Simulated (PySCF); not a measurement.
The same groups moved round the core (benzothiophene boryl+vinyl). Gas-phase values, no solvent. One relaxed conformer stands for each flexible species; it need not be the lowest. Strings in code marks are SMILES.

These are PBE-D3(BJ)/def2-TZVP // B3LYP-D3(BJ)/def2-SVP (PySCF) values and carry that method's errors. All candidates: neutral, multiplicity 1. Excitations are Tamm–Dancoff values on a coarser integration grid. The basis has no diffuse functions, so Rydberg states are missing or too high.

```json
{
 "LUMO": "-3.15 eV",
 "S1 excitation (TDA)": "3.07 eV",
 "brightest of the four lowest singlets (TDA)": "3.31 eV"
}
```

Task: Which member has these values?
A. `Bc1ccc(C=C)c2ccsc12`
B. `Bc1c(C=C)ccc2sccc12`
C. `Bc1cc2c(C=C)cccc2s1`
D. `Bc1c(C=C)sc2ccccc12`

Result: D, `Bc1c(C=C)sc2ccccc12`. The others give `Bc1cc2c(C=C)cccc2s1`: -3.19 eV, 2.86 eV, 3.89 eV; `Bc1c(C=C)ccc2sccc12`: -2.81 eV, 3.16 eV, 4.18 eV; `Bc1ccc(C=C)c2ccsc12`: -3.17 eV, 2.89 eV, 4.42 eV
